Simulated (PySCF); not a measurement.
CH₂F (SMILES [CH2]F), doublet, geometry from GFN2-xTB; CCSD(T)/cc-pVDZ (PySCF).

Here is a job for PySCF.
```python
from pyscf import gto, scf, cc

mol = gto.Mole()
mol.atom = '''
    C     0.00052334    0.46021569    0.46078947
    F    -0.00116407   -0.45465534   -0.50735425
    H    -0.95081668    0.65452567    0.91257266
    H     0.95815328    0.67607827    0.88887881
'''
mol.basis = 'cc-pvdz'
mol.spin = 1
mol.verbose = 4
mol.build()

mf = scf.UHF(mol)
mf.kernel()

mycc = cc.CCSD(mf, frozen=2)
mycc.kernel()
et = mycc.ccsd_t()
print('E(CCSD(T)) = %.10f' % (mycc.e_tot + et))
```

The log (banner, timings and long lists left out):

```
PySCF version 2.14.0

[INPUT] verbose = 4
[INPUT] num. atoms = 4
[INPUT] num. electrons = 17
[INPUT] charge = 0
[INPUT] spin (= nelec alpha-beta = 2S) = 1
[INPUT] symmetry False subgroup None
[INPUT] Mole.unit = angstrom
[INPUT] Symbol           X                Y                Z      unit          X                Y                Z       unit  Magmom
[INPUT]  1 C      0.000523340000   0.460215690000   0.460789470000 AA    0.000988969270   0.869681612328   0.870765899383 Bohr   0.0
[INPUT]  2 F     -0.001164070000  -0.454655340000  -0.507354250000 AA   -0.002199773490  -0.859174073671  -0.958760580634 Bohr   0.0
[INPUT]  3 H     -0.950816680000   0.654525670000   0.912572660000 AA   -1.796783119868   1.236874257797   1.724512396166 Bohr   0.0
[INPUT]  4 H      0.958153280000   0.676078270000   0.888878810000 AA    1.810647284554   1.277602769070   1.679737508829 Bohr   0.0

nuclear repulsion = 32.3360434227443
number of shells = 16
number of NR pGTOs = 66
number of NR cGTOs = 38
basis = cc-pvdz
ecp = {}

******** <class 'pyscf.scf.uhf.UHF'> ********
method = UHF
initial guess = minao
damping factor = 0
level_shift factor = 0
DIIS = <class 'pyscf.scf.diis.CDIIS'>
diis_start_cycle = 1
diis_space = 8
diis_damp = 0
SCF conv_tol = 1e-09
SCF conv_tol_grad = None
SCF max_cycles = 50
direct_scf = True
direct_scf_tol = 1e-13
number electrons alpha = 9  beta = 8
Set gradient conv threshold to 3.16228e-05
init E= -138.410092358657

cycle= 1 E= -138.358321536061  delta_E= 0.0518  |g|= 0.329  |ddm|= 1.22
cycle= 2 E= -138.399791078486  delta_E= -0.0415  |g|= 0.176  |ddm|= 0.311
cycle= 3 E= -138.410719930762  delta_E= -0.0109  |g|= 0.0361  |ddm|= 0.101
cycle= 4 E= -138.41174542188  delta_E= -0.00103  |g|= 0.0132  |ddm|= 0.0363
cycle= 5 E= -138.411971157816  delta_E= -0.000226  |g|= 0.00621  |ddm|= 0.0197
cycle= 6 E= -138.412043729978  delta_E= -7.26e-05  |g|= 0.00184  |ddm|= 0.0144
cycle= 7 E= -138.412049747713  delta_E= -6.02e-06  |g|= 0.000528  |ddm|= 0.00429
cycle= 8 E= -138.412050185333  delta_E= -4.38e-07  |g|= 0.000154  |ddm|= 0.00114
cycle= 9 E= -138.412050221363  delta_E= -3.6e-08  |g|= 5.14e-05  |ddm|= 0.000317
cycle= 10 E= -138.412050225791  delta_E= -4.43e-09  |g|= 1.72e-05  |ddm|= 0.000125
cycle= 11 E= -138.412050226321  delta_E= -5.3e-10  |g|= 4.65e-06  |ddm|= 4.84e-05
Extra cycle  E= -138.412050226345  delta_E= -2.37e-11  |g|= 2.7e-06  |ddm|= 5.23e-06
converged SCF energy = -138.412050226345  <S^2> = 0.76115815  2S+1 = 2.0111272

******** <class 'pyscf.cc.uccsd.UCCSD'> ********
CC2 = 0
CCSD nocc = (np.int64(7), np.int64(6)), nmo = (36, 36)
frozen orbitals 2
max_cycle = 50
direct = 0
conv_tol = 1e-07
conv_tol_normt = 1e-06
diis_space = 6
diis_start_cycle = 0
diis_start_energy_diff = 1e+09
Init t2, MP2 energy = -0.303919977898019
Init E_corr(UCCSD) = -0.3039199779035
cycle = 1  E_corr(UCCSD) = -0.314213674136095  dE = -0.0102936962  norm(t1,t2) = 0.0639655
cycle = 2  E_corr(UCCSD) = -0.321704640190948  dE = -0.00749096605  norm(t1,t2) = 0.0195662
cycle = 3  E_corr(UCCSD) = -0.322672788187797  dE = -0.000968147997  norm(t1,t2) = 0.0126117
cycle = 4  E_corr(UCCSD) = -0.324393372978966  dE = -0.00172058479  norm(t1,t2) = 0.00633125
cycle = 5  E_corr(UCCSD) = -0.324241003267153  dE = 0.000152369712  norm(t1,t2) = 0.00206005
cycle = 6  E_corr(UCCSD) = -0.324216101821684  dE = 2.49014455e-05  norm(t1,t2) = 0.000505344
cycle = 7  E_corr(UCCSD) = -0.324229320058823  dE = -1.32182371e-05  norm(t1,t2) = 0.000184795
cycle = 8  E_corr(UCCSD) = -0.324231181278774  dE = -1.86121995e-06  norm(t1,t2) = 6.88765e-05
cycle = 9  E_corr(UCCSD) = -0.324229034863013  dE = 2.14641576e-06  norm(t1,t2) = 2.51545e-05
cycle = 10  E_corr(UCCSD) = -0.324229090030115  dE = -5.51671017e-08  norm(t1,t2) = 9.79662e-06
cycle = 11  E_corr(UCCSD) = -0.324228979992653  dE = 1.10037462e-07  norm(t1,t2) = 3.4206e-06
cycle = 12  E_corr(UCCSD) = -0.324228969487511  dE = 1.05051423e-08  norm(t1,t2) = 1.28626e-06
cycle = 13  E_corr(UCCSD) = -0.324228954934529  dE = 1.45529819e-08  norm(t1,t2) = 5.5435e-07
UCCSD converged
E(UCCSD) = -138.7362791812795  E_corr = -0.3242289549345289
UCCSD(T) correction = -0.00593987255688459
E(CCSD(T)) = -138.7422190538
```
